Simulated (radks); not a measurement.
Results of a calculation; reference values are marked as such.
Spherical quantum dot in the effective-mass picture: electrons in a hard-walled sphere of radius 1.69, all in effective atomic units (hartree* = m*/eps^2 hartree, bohr* = eps/m* bohr), one dielectric constant everywhere. Level of theory: non-relativistic Kohn-Sham, LDA (Slater exchange, Perdew-Wang correlation), spin-polarised, spherical densities (a radial shooting solver with Libxc functionals). Levels are named by radial order and angular momentum (1s, 1p, 1d, 2s, ...), and open shells are averaged over m. Results are scaled to m* = 0.111 and eps = 14.7, for which hartree* = 13.98 meV and bohr* = 7.008 nm. Each electron was tried in the lowest free levels, single moves between levels near the top were tried too, and the lowest total energy was kept; such a search can miss a lower state. At N = 1 the Hartree and exchange-correlation terms need not cancel, so that row can carry a self-interaction error.

N,open shells,2S,E (meV),mu = E(N) - E(N-1) (meV),addition energy mu(N+1) - mu(N) (meV),e(HOMO) (meV),rms radius (nm)
1,"1s(up 1, down 0)",1,24.7462,24.746,13.66,29.919,6.328
2,none,0,63.1492,38.403,34.16,43.726,6.465
3,"1p(up 1, down 0)",1,135.707,72.558,10.60,77.778,6.841
4,"1p(up 2, down 0)",2,218.862,83.155,10.90,88.577,7.043
5,"1p(up 3, down 0)",3,312.921,94.059,14.19,99.560,7.177
6,"1p(up 3, down 1)",2,421.170,108.25,10.45,113.41,7.282
7,"1p(up 3, down 2)",1,539.868,118.70,10.71,124.02,7.365
8,none,0,669.273,129.41,39.05,134.80,7.434
9,"1d(up 1, down 0)",1,837.730,168.46,10.30,173.59,7.542
10,"1d(up 2, down 0)",2,1016.48,178.75,10.36,183.93,7.630
11,"1d(up 3, down 0)",3,1205.60,189.12,10.40,194.31,7.705
12,"1d(up 4, down 0)",4,1405.12,199.52,10.43,204.73,7.769
13,"1d(up 5, down 0)",5,1615.07,209.95,13.43,215.17,7.826
14,"1d(up 5, down 1)",4,1838.45,223.38,10.17,228.45,7.877
15,"1d(up 5, down 2)",3,2072.00,233.55,10.23,238.66,7.923
16,"1d(up 5, down 3)",2,2315.78,243.78,10.28,248.92,7.964
17,"1d(up 5, down 4)",1,2569.84,254.06,10.30,259.21,8.003
18,none,0,2834.20,264.36,41.69,269.52,8.038
19,"2s(up 1, down 0)",1,3140.26,306.06,13.01,312.62,8.001
20,"2s(up 1, down 0) 1f(up 1, down 0)",2,3459.33,319.07,10.03,324.08,8.047
21,"2s(up 1, down 0) 1f(up 2, down 0)",3,3788.43,329.10,10.05,334.12,8.090
22,"2s(up 1, down 0) 1f(up 3, down 0)",4,4127.58,339.15,9.855,344.70,8.129
23,"1f(up 5, down 0)",5,4476.58,349.00,9.670,353.63,8.236
24,"1f(up 6, down 0)",6,4835.26,358.67,10.08,363.72,8.267
25,"1f(up 7, down 0)",7,5204.02,368.76,12.07,373.80,8.296
26,"2s(up 1, down 0) 1f(up 7, down 0)",8,5584.84,380.83,11.59,387.43,8.261
27,"1f(up 7, down 2)",5,5977.26,392.42,9.133,396.57,8.351
28,"1f(up 7, down 3)",4,6378.82,401.55,9.974,406.54,8.375
29,"1f(up 7, down 4)",3,6790.34,411.53,9.985,416.52,8.399
30,"1f(up 7, down 5)",2,7211.86,421.51,9.993,426.51,8.421
31,"1f(up 7, down 6)",1,7643.36,431.51,9.999,436.50,8.443
32,none,0,8084.87,441.51,14.62,446.51,8.463
33,"2s(up 1, down 0)",1,8541.00,456.13,15.51,462.71,8.432
34,none,0,9012.63,471.64,39.99,478.22,8.402
35,"1g(up 1, down 0)",1,9524.26,511.63,9.812,516.53,8.428
36,"1g(up 2, down 0)",2,10045.7,521.44,9.818,526.35,8.452
37,"1g(up 3, down 0)",3,10577.0,531.26,9.823,536.17,8.475
38,"1g(up 4, down 0)",4,11118.0,541.08,-,545.99,8.498

All shells are closed at N = 2, 8, 18, 32, 34 (there: 1s2 1p6 1d10 2s2 1f14); the second difference of the energy has clear peaks (12 % above both neighbours; the first and last values, which can be the largest, are not judged, and half-filled shells can peak too) at N = 2, 5, 8, 13, 18, 34.
